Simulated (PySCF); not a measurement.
## `CC(=O)B1NBNBN1`, C2H8B3N3O

Cartesian coordinates in Å; atom numbers follow the order of the lines, from 1:
```xyz
17

C    -2.8258    0.3992    0.0061
C    -1.7531   -0.5958   -0.3607
O    -2.0391   -1.6730   -0.8504
B    -0.1936   -0.2594   -0.1203
N     0.2954    0.9677    0.4133
B     1.6950    1.1973    0.6019
N     2.5865    0.1491    0.2329
B     2.1450   -1.0990   -0.3078
N     0.7407   -1.2674   -0.4690
H    -3.8224   -0.0360   -0.1488
H    -2.7213    1.3033   -0.6186
H    -2.7160    0.7201    1.0554
H    -0.3518    1.7022    0.6683
H     2.1013    2.2430    1.0543
H     3.5793    0.2955    0.3588
H     2.9314   -1.9659   -0.6107
H     0.3467   -2.1229   -0.8485
```

Computed, not measured: quadratic response CAM-B3LYP/aug-cc-pVDZ first hyperpolarisability, Taylor convention, gas phase (PySCF 2.14.0). Geometry: PBE0-D3(BJ)/def2-SVP.

**Question.** What is the first hyperpolarisability, and how does it disperse?

**Answer.** In 10⁻³⁰ esu, Taylor convention; the vector part is βᵢ = ⅓ Σⱼ (βᵢⱼⱼ + βⱼᵢⱼ + βⱼⱼᵢ); β∥ is 3/5 of the vector part along the dipole, the dipole points from − to +:
```
                   process  λ (nm)  β vector norm     β∥  β HRS  depolarisation ratio
           static β(0;0,0)       ∞           1.03  -0.24   0.41                  5.65
second harmonic β(−2ω;ω,ω)    1907           1.13  -0.23   0.45                  5.63
         Pockels β(−ω;ω,0)    1907           1.06  -0.24      –                     –
second harmonic β(−2ω;ω,ω)    1064           1.38  -0.21   0.55                  5.60
         Pockels β(−ω;ω,0)    1064           1.13  -0.23      –                     –
```

**Question.** Which lowest excitations, dipole and polarisabilities go with it?

**Answer.** S1 3.43 eV (f = 0.000); S2 6.08 eV (f = 0.034); S3 6.16 eV (f = 0.026); dipole 2.79 D; isotropic α 88.2 au static, 88.4 au at 1907 nm, 89.0 au at 1064 nm, 89.2 au at 953.5 nm, 91.7 au at 532 nm.
